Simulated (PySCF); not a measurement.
C5H5FO2.
Geometry (GFN2-xTB, Å), atoms numbered from 1 in this order:
```xyz
13
C5H5FO2 angstrom
C     -2.1135    0.3965   -0.2283
O     -1.2992   -0.6745   -0.6559
C      0.0341   -0.4882   -0.5431
C      0.9789   -1.4080   -0.9029
O      2.2237   -0.9183   -0.6650
C      2.0497    0.2979   -0.1612
F      3.1442    0.9791    0.1529
C      0.7435    0.6485   -0.0492
H     -1.9610    0.6138    0.8333
H     -3.1400    0.0719   -0.3879
H     -1.9221    1.3010   -0.8139
H      0.9008   -2.3905   -1.3158
H      0.3566    1.5713    0.3263
```

Vertical excitations from PySCF (density fitting, frozen core in the response, grid level 2 and gas phase unless stated; continuum runs use non-equilibrium linear response for the excitations) on a GFN2-xTB geometry. Reference run:

```
                              settings    S1, eV (f)    S2, eV (f)    S3, eV (f)    S4, eV (f)    S5, eV (f)    S6, eV (f)  T1, eV (Tamm–Dancoff)  mean α (au)
PBE0/def2-SVPD, full TDDFT, 6 singlets  5.78 (0.004)  5.83 (0.105)  6.30 (0.004)  6.34 (0.000)  6.75 (0.007)  6.77 (0.036)                   3.81         64.3
```

**Question.** What do these settings give: CAM-B3LYP/def2-SVPD, IEF-PCM methanol, grid level 4, TDA, 6 singlets?

**Answer.** 
```json
{"settings": "CAM-B3LYP/def2-SVPD, IEF-PCM methanol, grid level 4, TDA, 6 singlets", "S1, eV (f)": "5.91 (0.004)", "S2, eV (f)": "6.16 (0.195)", "S3, eV (f)": "6.49 (0.012)", "S4, eV (f)": "6.97 (0.032)", "S5, eV (f)": "6.97 (0.010)", "S6, eV (f)": "7.17 (0.004)", "T1, eV (Tamm–Dancoff)": "–", "mean α (au)": "83.7"}
```

S1 moves by +0.13 eV; functional, environment and response scheme change together, so the shift can't be laid on one. States are counted by energy in each run and needn't keep their character from row to row.

**Question.** Which orbital pairs make up S1 in each run, and how does it sit against the orbital gap?

**Answer.** 
```tsv
settings	S1 configurations (weight)	S1 (eV)	orbital gap (eV)	S1 − gap (eV)
PBE0/def2-SVPD, full TDDFT, 6 singlets	H→L+1 0.91	5.78	6.48	-0.70
CAM-B3LYP/def2-SVPD, IEF-PCM methanol, grid level 4, TDA, 6 singlets	H→L 0.89	5.91	8.84	-2.93
```

The species at its GFN2-xTB geometry (one conformer only).
